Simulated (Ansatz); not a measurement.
Ga₇P₇, relaxed as a singlet with RKS PBE-D4/def2-SVP in Ansatz, starting from the GFN2-xTB geometry. Force threshold 0.03 eV/Å.

Start:

Cartesian coordinates in Å:
```
Ga 0.175 -2.882 -1.487
Ga 1.026 0.420 2.929
Ga 2.112 -1.408 0.531
Ga -2.345 -0.547 1.820
Ga -0.343 2.056 -1.554
Ga -1.450 -0.614 -2.837
Ga -0.521 2.637 1.594
P 2.391 -3.235 -0.925
P -2.093 -2.762 -2.112
P 3.130 -0.319 2.373
P -1.042 1.419 3.584
P -0.984 1.466 -3.738
P 0.166 3.923 -0.185
P -0.221 -0.153 0.009
```

| step | energy (eV) | largest force component (eV/Å) | SCF passes |
| --- | --- | --- | --- |
| 1 | -431523.5292 | 1.224 | 47 |
| 2 | -431524.5438 | 0.472 | 34 |
| 3 | -431524.7271 | 0.303 | 34 |
| 4 | -431524.8297 | 0.276 | 33 |
| 5 | -431524.9651 | 0.382 | 31 |
| 6 | -431525.1908 | 0.542 | 28 |
| 7 | -431525.4479 | 0.290 | 28 |
| 8 | -431525.5141 | 0.386 | 28 |
| 9 | -431525.5800 | 0.255 | 23 |
| 10 | -431525.5967 | 0.041 | 24 |
| 11 | -431525.5989 | 0.116 | 23 |
| 12 | -431525.6021 | 0.111 | 22 |
| 13 | -431525.6041 | 0.078 | 22 |
| 14 | -431525.6052 | 0.012 | 19 |

Force components are those of the run's own axes.

End:

```xyz
14

Ga    0.368   -2.770   -1.553
Ga    0.994    0.395    2.749
Ga    1.729   -1.297    0.393
Ga   -2.387   -0.513    1.951
Ga   -0.369    1.664   -1.383
Ga   -1.241   -0.512   -2.904
Ga   -0.487    2.498    1.487
P     2.482   -2.936   -1.048
P    -1.803   -2.019   -1.234
P     2.919   -0.428    2.140
P    -0.993    1.316    3.364
P    -0.626    1.435   -3.667
P     0.061    3.627   -0.296
P    -0.647   -0.459    0.000
```

Bonds formed: Ga4–P11, P9–P14 (atoms count from 1).

No frequencies were taken in this run, so the end may be a saddle point.

It took 38 s on 2 threads of AMD EPYC 7R13 on a shared host and a share (18 GiB) of an NVIDIA H100 80GB HBM3.
